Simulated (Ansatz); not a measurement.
Consider the redistribution: `[NH2][GeH]([OH])[SH]` + `[SiH3][SiH2]I` → `[OH][GeH]([SiH3])[SH]` + `N[SiH2]I`.

Computed with Ansatz on PBE0-D4/def2-TZVP structures; ΔE is electronic, products minus reactants. CBS: MP2 limit from def2 TZ/QZ plus the TZ coupled-cluster correction, frozen cores. Functionals use def2-TZVPP. def2 core potentials past Kr. For Ge, I outer-core shells are correlated without core-valence functions, which leaves a few kJ/mol of doubt a bond. Scalar relativity is left out up to krypton. Each species was taken in one conformer, which may not be the lowest.

`[NH2][GeH]([OH])[SH]`:

```xyz
9

N    -0.109    1.451   -0.886
Ge    0.052   -0.251   -0.278
O    -1.629   -0.772   -0.065
S     1.097   -0.412    1.695
H    -0.816    1.991   -0.408
H     0.746    1.983   -0.955
H     0.796   -1.127   -1.295
H    -1.741   -1.238    0.767
H     1.606   -1.625    1.425
```

`[SiH3][SiH2]I`:

```xyz
8

Si   -0.975    0.154    0.723
Si    0.748   -0.045   -0.841
I     2.687   -1.011    0.303
H    -2.187    0.736    0.084
H    -0.527    1.039    1.828
H    -1.300   -1.192    1.260
H     0.391   -0.951   -1.962
H     1.163    1.269   -1.395
```

`[OH][GeH]([SiH3])[SH]`:

```xyz
10

O    -0.219   -1.950   -0.490
Ge   -0.705   -0.235   -0.400
Si    1.337    0.973   -0.225
S    -2.020    0.099    1.369
H    -0.970   -2.543   -0.403
H    -1.626    0.121   -1.586
H     1.951    0.657    1.090
H     1.036    2.426   -0.298
H     2.264    0.595   -1.321
H    -1.047   -0.143    2.263
```

`N[SiH2]I`:

Z-matrix (Å, degrees):
```
Si
I 1 2.468
N 1 1.704 2 115.5
H 1 1.478 2 105.5 3 -120.0
H 1 1.478 2 105.5 3 120.0
H 3 1.008 1 119.6 2 71.1
H 3 1.008 1 119.5 2 -71.1
```

| species | PBE-D4 energy (Eh) |
| --- | --- |
| `[NH2][GeH]([OH])[SH]` | -2607.69432 |
| `[SiH3][SiH2]I` | -879.42992 |
| `[OH][GeH]([SiH3])[SH]` | -2842.91226 |
| `N[SiH2]I` | -644.23248 |

(1) Work out ΔE.

Largest T1 diagnostic among the species: 0.012.

Answers

(1) ΔE = (-2842.91226) + (-644.23248) − (-2607.69432) − (-879.42992) = -0.02050 Eh = -0.56 eV. CCSD(T)/CBS gives -0.56 eV.
